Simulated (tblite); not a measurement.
Species: C₂H₁₁BO₂Si₂.
Bonds: C1–O2, O2–B3, B3–O4, O4–C5, B3–Si6, Si6–Si7. Hydrogens: H8, H9, H10 on C1; H11, H12, H13 on C5; H14, H15 on Si6; H16, H17, H18 on Si7.

Computed with GFN2-xTB (tblite), gas phase: Langevin dynamics at 300 K from the optimised GFN2-xTB geometry, time step 0.5 fs, friction 0.01 fs⁻¹, 2000 steps. Over the second half of the run the saved frames average 312 K.

The optimised geometry, where the run starts:
```
atom  x, y, z in Å
C1     -1.786    2.095    0.260
O2     -1.675    0.698    0.201
B3     -0.504    0.034    0.004
O4     -0.533   -1.318   -0.029
C5     -1.696   -2.105    0.125
Si6     1.307    0.770   -0.247
Si7     2.998   -0.700    0.313
H8     -1.641    2.438    1.288
H9     -2.791    2.365   -0.068
H10    -1.047    2.585   -0.380
H11    -1.629   -2.648    1.070
H12    -1.735   -2.822   -0.698
H13    -2.592   -1.485    0.121
H14     1.518    1.246   -1.633
H15     1.524    2.034    0.497
H16     2.540   -2.081    0.486
H17     4.069   -0.755   -0.688
H18     3.664   -0.346    1.573
```

t = 250 fs, T = 335 K, E(pot) 0.535 eV above the start
```
atom  x, y, z in Å  |  force x, y, z in eV/Å
C1     -1.862    1.586    1.065    1.204   0.858   0.113
O2     -1.675    0.355    0.486    0.282  -0.948  -0.857
B3     -0.446   -0.146    0.123   -1.298   0.534   0.429
O4     -0.369   -1.441   -0.151   -0.023  -1.863  -0.449
C5     -1.394   -2.446   -0.334    0.146   0.953  -2.298
Si6     1.249    0.804    0.078    0.619  -0.201   0.835
Si7     2.766   -0.861   -0.347    0.191   0.488  -0.883
H8     -2.305    2.326    0.365    0.114  -0.452   0.408
H9     -0.852    1.965    1.417   -1.001   0.064  -0.219
H10    -2.482    1.369    1.914   -0.531   0.540   0.542
H11    -2.287   -2.231    0.202   -0.456   0.170   0.913
H12    -1.052   -3.475   -0.202    0.358   0.475   0.357
H13    -1.732   -2.370   -1.430    0.560  -0.117   1.082
H14     1.483    1.866   -0.906   -0.145   0.176   0.062
H15     1.704    1.391    1.418   -0.337  -0.046  -0.642
H16     2.607   -1.210   -1.796    0.185  -0.121   0.534
H17     4.073   -0.235   -0.197    0.325   0.024  -0.144
H18     2.922   -2.032    0.467   -0.193  -0.534   0.218
```

t = 325 fs, T = 398 K, E(pot) 0.410 eV above the start
```
atom  x, y, z in Å  |  force x, y, z in eV/Å
C1     -1.710    1.610    1.017   -0.567  -0.199   0.443
O2     -1.409    0.252    0.829    0.724  -0.335  -0.746
B3     -0.298   -0.177    0.050   -0.801   0.538   1.460
O4     -0.295   -1.449   -0.338    0.194  -0.183  -0.805
C5     -1.356   -2.350   -0.211   -1.483   0.622   0.616
Si6     1.482    0.659    0.099   -0.729   0.624  -0.510
Si7     3.080   -0.936   -0.217   -0.184  -0.426  -0.048
H8     -1.924    2.009    0.046   -0.312   0.607  -0.586
H9     -0.890    2.195    1.439    0.061  -0.198   0.210
H10    -2.632    1.697    1.651    0.861  -0.185  -0.382
H11    -2.348   -1.799   -0.070    1.045  -0.546  -0.503
H12    -1.202   -2.847    0.736    0.012  -0.662   0.205
H13    -1.408   -3.054   -1.051    0.148   0.311   0.219
H14     1.525    1.916   -0.756    0.223  -0.475   0.345
H15     1.577    1.197    1.458    0.206   0.237   0.209
H16     2.547   -2.136   -0.896    0.132   0.215  -0.020
H17     4.171   -0.385   -0.987    0.371   0.015  -0.241
H18     3.644   -1.483    1.015    0.099   0.039   0.136
```

t = 400 fs, T = 235 K, E(pot) 0.622 eV above the start
```
atom  x, y, z in Å  |  force x, y, z in eV/Å
C1     -1.655    1.368    1.387    1.008  -0.741   0.214
O2     -1.349    0.168    0.642    0.433   1.035   0.393
B3     -0.131   -0.193    0.102   -0.316  -0.052  -0.305
O4     -0.145   -1.448   -0.511   -0.214   1.929   1.571
C5     -1.252   -2.250   -0.218   -0.121  -1.368  -0.409
Si6     1.690    0.674    0.112   -0.129  -0.685  -0.497
Si7     3.205   -1.020   -0.354   -0.065  -0.563   0.562
H8     -2.355    2.005    0.813    0.427  -0.408   0.317
H9     -0.690    1.914    1.622   -1.026  -0.329  -0.319
H10    -2.106    1.038    2.362    0.220   0.348  -0.873
H11    -1.881   -2.285   -1.087   -0.605   0.112  -0.548
H12    -1.903   -2.080    0.659    0.754   0.593  -0.253
H13    -0.817   -3.235   -0.123   -0.013  -0.665   0.221
H14     2.073    1.568   -1.039   -0.407   0.126   0.583
H15     2.066    1.267    1.417   -0.069   0.226  -0.196
H16     2.649   -2.371   -0.439   -0.309  -0.035  -0.233
H17     3.875   -0.810   -1.623    0.246   0.058  -0.189
H18     4.205   -1.395    0.662    0.186   0.421  -0.041
```

t = 425 fs, T = 244 K, E(pot) 0.520 eV above the start
```
atom  x, y, z in Å  |  force x, y, z in eV/Å
C1     -1.502    1.298    1.501    0.407  -0.955   1.742
O2     -1.336    0.213    0.645   -0.681   0.253   0.007
B3     -0.142   -0.158    0.171    0.084  -1.101  -0.497
O4     -0.117   -1.426   -0.380    0.123   1.049   0.565
C5     -1.212   -2.280   -0.353   -0.294  -1.028  -2.046
Si6     1.620    0.677    0.059    0.742  -0.659   0.704
Si7     3.186   -1.094   -0.367    0.034   1.283   0.041
H8     -2.310    1.967    1.250   -0.358  -0.182  -0.190
H9     -0.574    1.833    1.541    0.553   0.747   0.027
H10    -1.621    0.842    2.547   -0.318   0.762  -1.040
H11    -1.480   -2.484   -1.448   -0.132   0.361   1.190
H12    -2.089   -1.999    0.219    0.089   0.556  -0.065
H13    -0.873   -3.233    0.015    0.261  -0.588   0.390
H14     1.573    1.811   -0.825    0.102   0.502  -0.647
H15     2.103    1.441    1.278   -0.223  -0.349  -0.264
H16     2.433   -2.342   -0.467    0.297  -0.097   0.172
H17     3.969   -0.939   -1.632   -0.245  -0.100   0.372
H18     4.212   -0.924    0.729   -0.441  -0.454  -0.461
```

t = 475 fs, T = 379 K, E(pot) 0.362 eV above the start
```
atom  x, y, z in Å  |  force x, y, z in eV/Å
C1     -1.436    1.460    1.659    0.973  -0.640  -1.453
O2     -1.337    0.196    0.966   -1.100   0.802   0.535
B3     -0.276   -0.229    0.295    0.808  -0.648  -0.308
O4     -0.213   -1.421   -0.370   -0.019  -0.117   0.099
C5     -1.178   -2.400   -0.679   -0.827   0.564   0.472
Si6     1.506    0.531    0.081    0.178   0.984   0.596
Si7     3.066   -1.031   -0.428    0.454   0.307  -0.263
H8     -2.447    1.809    1.524   -0.267   0.156   0.051
H9     -0.703    2.192    1.217   -0.601  -0.580   0.476
H10    -1.208    1.253    2.685    0.064   0.179   0.589
H11    -0.850   -2.974   -1.529    0.399  -0.314  -0.132
H12    -2.106   -1.915   -0.957   -0.392   0.300  -0.228
H13    -1.464   -3.041    0.165    0.560  -0.004   0.024
H14     1.511    1.482   -1.047    0.011   0.126  -0.088
H15     2.043    1.450    1.156   -0.257  -0.264  -0.234
H16     2.491   -2.342   -0.419   -0.161  -0.677  -0.081
H17     3.419   -0.629   -1.792    0.200  -0.269  -0.163
H18     4.347   -1.167    0.266   -0.022   0.095   0.109
```

t = 500 fs, T = 219 K, E(pot) 0.768 eV above the start
```
atom  x, y, z in Å  |  force x, y, z in eV/Å
C1     -1.420    1.485    1.627   -0.582  -0.503  -2.833
O2     -1.380    0.142    1.069    0.646   0.283   0.350
B3     -0.265   -0.310    0.401   -0.567   0.363  -0.477
O4     -0.310   -1.313   -0.518    0.884   0.032   0.886
C5     -1.202   -2.364   -0.694   -2.909   1.910   0.844
Si6     1.429    0.605    0.095    0.682  -0.387  -0.535
Si7     3.146   -0.979   -0.530   -0.415   0.265  -0.016
H8     -2.514    1.698    1.488    0.963   0.422   0.384
H9     -0.779    2.152    0.902   -1.081  -0.840   1.694
H10    -1.135    1.497    2.660    0.311   0.093   0.246
H11    -0.758   -3.114   -1.259    0.754  -1.255  -0.853
H12    -2.107   -1.923   -1.249    0.832  -0.797   0.474
H13    -1.599   -2.731    0.285    0.371   0.078  -0.631
H14     1.193    1.490   -1.078    0.126  -0.013   0.031
H15     1.861    1.626    1.080    0.105  -0.128   0.017
H16     2.734   -2.431   -0.515    0.179   0.616   0.344
H17     3.724   -0.952   -1.899   -0.135   0.249   0.255
H18     4.274   -0.627    0.372   -0.164  -0.386  -0.179
```

t = 575 fs, T = 299 K, E(pot) 0.612 eV above the start
```
atom  x, y, z in Å  |  force x, y, z in eV/Å
C1     -1.665    1.152    1.651    2.276   0.679   0.437
O2     -1.379    0.094    0.824    0.932  -1.329  -1.537
B3     -0.214   -0.286    0.108   -0.781   1.038   1.138
O4     -0.255   -1.502   -0.471   -1.141   0.029  -0.443
C5     -1.494   -2.276   -0.558    2.115  -0.820  -0.427
Si6     1.505    0.797    0.106   -0.081  -0.105   0.167
Si7     3.153   -0.699   -0.723   -0.837  -0.424  -0.097
H8     -2.689    1.341    1.590   -1.766   0.019   0.359
H9     -1.183    2.105    1.340    0.222  -0.386   0.040
H10    -1.284    0.897    2.666   -0.542   0.351  -0.312
H11    -1.162   -3.329   -0.404   -0.397   0.578   0.169
H12    -1.929   -2.241   -1.556    0.180   0.388  -0.102
H13    -2.186   -1.936    0.164   -0.597   0.197   0.723
H14     1.521    2.188   -0.485   -0.149  -0.603  -0.313
H15     1.737    1.417    1.467    0.065  -0.570  -0.128
H16     2.899   -2.121   -0.191    0.406   0.958  -0.107
H17     2.926   -0.956   -2.185    0.216   0.259   0.436
H18     4.525   -0.203   -0.533   -0.121  -0.259  -0.003
```

t = 825 fs, T = 323 K, E(pot) 0.457 eV above the start
```
atom  x, y, z in Å  |  force x, y, z in eV/Å
C1     -1.615    1.302    1.290   -0.632  -0.181   0.247
O2     -1.342    0.211    0.467    1.220  -0.235  -0.607
B3     -0.105   -0.280    0.028   -1.306  -0.128   0.593
O4     -0.183   -1.559   -0.461    0.477   0.742   0.056
C5     -1.361   -2.308   -0.356   -0.171   0.218  -0.633
Si6     1.722    0.413    0.242   -0.186   0.668   0.004
Si7     3.218   -1.085   -0.594   -0.411   0.405  -0.982
H8     -2.642    1.642    1.036    0.475  -0.140   0.276
H9     -0.943    2.149    1.238    0.412   0.097  -0.428
H10    -1.568    0.931    2.320   -0.289   0.185   0.121
H11    -1.961   -2.272   -1.274    0.407  -0.300  -0.084
H12    -1.981   -1.905    0.398   -0.819   0.668   1.004
H13    -1.103   -3.290   -0.026    0.258  -0.943  -0.308
H14     2.030    1.531   -0.681   -0.196   0.248   0.163
H15     2.001    1.049    1.593   -0.065  -0.352  -0.525
H16     3.418   -2.160    0.274    0.128  -1.447   0.963
H17     2.846   -1.602   -1.933    0.015   0.068   0.291
H18     4.557   -0.610   -0.763    0.681   0.425  -0.153
```

t = 850 fs
```
atom  x, y, z in Å
C1     -1.518    1.370    1.250
O2     -1.330    0.212    0.618
B3     -0.149   -0.285    0.183
O4     -0.083   -1.497   -0.441
C5     -1.280   -2.310   -0.442
Si6     1.641    0.468    0.223
Si7     3.157   -1.194   -0.642
H8     -2.569    1.608    1.008
H9     -0.862    2.257    1.033
H10    -1.394    1.173    2.308
H11    -1.923   -1.980   -1.286
H12    -1.838   -2.187    0.443
H13    -0.906   -3.325   -0.475
H14     1.552    1.838   -0.253
H15     2.100    0.641    1.639
H16     3.250   -2.401    0.351
H17     2.869   -1.888   -1.883
H18     4.581   -0.659   -0.718
```

Question: Estimate the potential energy and the forces of this last frame.

Answer: 0.622 eV above the start.

| atom | Fx (eV/Å) | Fy (eV/Å) | Fz (eV/Å) |
| --- | --- | --- | --- |
| C1 | -0.852 | 2.099 | 0.989 |
| O2 | 0.890 | -2.320 | -1.704 |
| B3 | 0.528 | -0.099 | -0.402 |
| O4 | -1.484 | -0.077 | 0.659 |
| C5 | 1.008 | 0.448 | -1.331 |
| Si6 | 0.685 | -0.896 | 0.315 |
| Si7 | 0.395 | 0.038 | 1.244 |
| H8 | 0.230 | 0.562 | 0.456 |
| H9 | -0.258 | -0.866 | -0.357 |
| H10 | -0.239 | 0.291 | 0.673 |
| H11 | 0.467 | -0.596 | 0.273 |
| H12 | -0.549 | 0.335 | 1.159 |
| H13 | -0.267 | -0.294 | -0.500 |
| H14 | 0.381 | 0.487 | -0.258 |
| H15 | -0.030 | 0.120 | -0.251 |
| H16 | -0.065 | 0.963 | -0.630 |
| H17 | -0.087 | 0.091 | -0.302 |
| H18 | -0.754 | -0.286 | -0.033 |

The bond farthest from its length at the start is Si6–Si7 (2.410 against 2.310 Å), and half the difference of its two atoms' forces along it is -0.58 eV/Å (positive lengthens). The largest atomic force is 3.01 eV/Å.

What follows is the cost of the whole dynamics run. Time: 13 s of wall time; peak memory 0.18 GiB. Hardware: Arm Neoverse V2, one thread, shared host.
